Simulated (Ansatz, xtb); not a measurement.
**C3H11NSi: which of two isomers lies lower**

Structure I: `CCC[SiH2]N`, a singlet. Structure II: `CC(C)[SiH2]N`, a singlet. Both are isolated molecules in the gas phase, relaxed with BLYP-D3(BJ)/def2-SVP; the shapes shown needn't be the lowest conformers.

I (Å):

```xyz
16

C     0.7703   -0.6021   -0.4474
C    -0.0184    0.1897   -1.5053
C    -0.0755    1.7127   -1.2313
N    -2.5686    1.4273    0.3419
Si   -1.0107    2.2423    0.3371
H     1.8091   -0.2215   -0.3508
H     0.2959   -0.5293    0.5522
H     0.8294   -1.6779   -0.7099
H    -1.0546   -0.2066   -1.5569
H     0.4329    0.0140   -2.5061
H    -0.5625    2.2339   -2.0858
H     0.9515    2.1392   -1.1768
H    -0.3271    1.8252    1.6068
H    -1.0511    3.7546    0.3381
H    -3.2015    1.6005   -0.4461
H    -3.1097    1.4274    1.2122
```

II (Å):

```xyz
16

C    -0.7558   -2.9703    0.6593
C    -1.1335   -1.8295   -0.3127
C    -2.2386   -0.9217    0.2787
N     1.0643   -0.0430    0.6215
Si    0.3963   -0.8061   -0.8152
H    -0.2949   -2.5624    1.5821
H    -1.6497   -3.5591    0.9573
H    -0.0255   -3.6719    0.2072
H    -1.5206   -2.2750   -1.2580
H    -3.1501   -1.5062    0.5272
H    -2.5389   -0.1162   -0.4229
H    -1.8986   -0.4408    1.2208
H     1.4872   -1.6843   -1.3583
H    -0.0272    0.1452   -1.9128
H     2.0496    0.2363    0.5969
H     0.5186    0.6968    1.0746
```

Quicker runs give these differences E(II) − E(I): GFN2-xTB +0.34 kcal/mol; HF/STO-3G +0.95 kcal/mol (at GFN2-xTB geometries); r2SCAN-D4/def2-SVP +0.94 kcal/mol (at GFN2-xTB geometries).

Question: Estimate E(II) − E(I) at the level CCSD(T)/def2-SVP + ΔMP2/def2-TZVPP.

Answer: Too close to call at this level: CCSD(T)/def2-SVP + ΔMP2/def2-TZVPP gives E(II) − E(I) = +0.33 kcal/mol.

The same difference at several levels:

```tsv
level	geometry	E(II) − E(I) (kcal/mol)	departure from the last row (kcal/mol)	job, with rough time for the two
GFN2-xTB	GFN2-xTB	+0.34	+0.02	optimisation, 0.19 s
HF/STO-3G	GFN2-xTB	+0.95	+0.62	single point, 0.36 s
r2SCAN-D4/def2-SVP	GFN2-xTB	+0.94	+0.61	single point, 4.5 s
BLYP-D3(BJ)/def2-SVP	BLYP-D3(BJ)/def2-SVP	+0.62	+0.29	optimisation, 37 s
HF/def2-SVP	BLYP-D3(BJ)/def2-SVP	+1.34	+1.01	part of the CCSD(T) run
MP2/def2-SVP	BLYP-D3(BJ)/def2-SVP	+0.39	+0.06	part of the CCSD(T) run
CCSD(T)/def2-SVP	BLYP-D3(BJ)/def2-SVP	+0.53	+0.21	single point
CCSD(T)/def2-SVP + ΔMP2/def2-TZVPP	BLYP-D3(BJ)/def2-SVP	+0.33		single point, 50 s
```

As drawn, both hold the same kinds of bond in the same numbers. Structure I has 1 methyl group, II 2.

The largest departure from CCSD(T)/def2-SVP + ΔMP2/def2-TZVPP is that of HF/def2-SVP, 1.01 kcal/mol. The last row adds to CCSD(T) the change of the MP2 difference between the two basis sets, here −0.21 kcal/mol.

With harmonic frequencies from BLYP-D3(BJ)/def2-SVP (ideal gas, rigid rotor, one conformer each, 298.15 K, 1 atm): on the last row, ΔE + ΔZPE = +0.03 kcal/mol. A mode under 50 cm⁻¹ makes harmonic enthalpies and free energies unreliable, so none is given.

The correlated steps freeze 9 core orbitals. Run with Ansatz 0.2.0, xtb 6.7.1; the last row on 2 threads of Arm Neoverse V2 on a shared host.
